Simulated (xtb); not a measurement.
The xtb input:
```
$ xtb mol.xyz --gfn 2 --opt --json

# file mol.xyz
5

C     -0.03062998    -0.00777320     0.33132939
H      0.01070582    -0.01297223     1.43571505
F      0.02952790     1.23571635    -0.13256080
F      1.08416592    -0.69116750    -0.11796642
F     -1.13024190    -0.59737559    -0.09940404
```

Task: What does this run give for the HOMO-LUMO gap, total energy at the end of the optimisation?

Result: 
The HOMO-LUMO gap comes out as 16.04 eV and the total energy at the end of the optimisation comes out as -16.8462 Eh.
